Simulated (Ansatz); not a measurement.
Reactions of BrHSSi (`S[Si]Br`).

Calculated with Ansatz (gas phase, PBE0-D4/def2-TZVP geometries, no zero-point term in ΔE). CCSD(T)/CBS adds triple-zeta CCSD(T) − MP2 to the extrapolated MP2 energy (def2 sets, frozen cores). This one scheme is used for every species. Functionals use def2-TZVPP. For Br outer-core shells are correlated without core-valence functions, which leaves a few kJ/mol of doubt a bond. Scalar relativity is left out up to krypton. One conformer a species, not always the lowest.

```tsv
reaction	HF/CBS(def2) (kJ/mol)	PBE0-D4 (kJ/mol)	MP2/CBS(def2) (kJ/mol)	B97M-V (kJ/mol)	CCSD(T)/CBS(def2) (kJ/mol)
`S[Si]Br` + H–F → `F[Si]S` + HBr	-43	-16	-14	-36	-22
`S[Si]Br` + `CNC` → `CN(C)[Si]Br` + H₂S	-11	-12	-23	-13	-21
`S[Si]Br` + H–F → `F[Si]Br` + H₂S	-88	-51	-53	-69	-59
`S[Si]Br` + H₂O → `O[Si]S` + HBr	0	18	20	5	14
```

Largest T1 diagnostic: 0.015, for `F[Si]S`.
